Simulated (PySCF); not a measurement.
CCl3, SMILES Cl[C+](Cl)Cl, charge +1. Geometry: PBE-D3(BJ)/def2-SVP.

Computed equilibrium geometry at PBE-D3(BJ)/def2-SVP (PySCF confirms it by a frequency run) as Cartesian coordinates in Å, and its point group:
point group D3h.
```xyz
4

C      0.0000     0.0000     0.0000
Cl     1.6640     0.0000     0.0000
Cl    -0.8320     1.4411     0.0000
Cl    -0.8320    -1.4411     0.0000
```
Charge +1, spin multiplicity 1.
